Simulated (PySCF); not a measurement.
B (boron, neutral): UHF calculation

Configuration: [He] 2s1 2p1 3s1, high-spin 4P determinant (an excited configuration). All numbers are calculated (PySCF 2.14, scalar relativity by spin-free X2C-1e, in aug-cc-pVDZ-DK (4s3p2d, 23 functions)).

| Property | Result |
| --- | --- |
| Total energy | -24.237157 hartree |
| One-electron energy | -31.0825 hartree |
| Hartree (Coulomb) energy | 10.5420 hartree |
| Exchange energy | -3.6967 hartree |
| ⟨S²⟩ | 3.7500 |
| ⟨L²⟩ | 2.021 |
| Sum of ⟨r⟩ | 9.898 bohr |
| Sum of ⟨r²⟩ | 43.18 bohr² |
| Traceless quadrupole moment −½Σ⟨3z² − r²⟩ along its main axis | -1.18 e·bohr² |
| Langevin diamagnetic susceptibility | -34.2 ×10⁻⁶ cm³/mol |

| shell | electrons | mean orbital energy (eV) | rms radius, mean of both spins (bohr) |
| --- | --- | --- | --- |
| 1s α | 1 | -217.64 | 0.379 |
| 1s β | 1 | -215.73 | 0.379 |
| 2s α | 1 | -21.582 | 1.92 |
| 2p α | 1 | -15.247 | 2.03 |
| 3s α | 1 | -3.064 | 5.92 |

The outer electron is Rydberg-like, and this basis confines it to a smaller radius and binds it less than a complete one would.

Spin-orbit constants ζ (cm⁻¹) from the X2C one-electron operator on these orbitals: bare nucleus, nucleus screened by l(l+1)(2l+1)/3 electrons, and screened by the Breit-Pauli mean field of the electrons.

```
shell   bare  screened nucleus  mean field
   2p  30.70             18.42       13.49
```

To first order the Landé constant is A = 4.497 cm⁻¹, so the lowest level has J = 1/2 and lies 0.00139 eV below the centre of the term. This holds in LS coupling only.
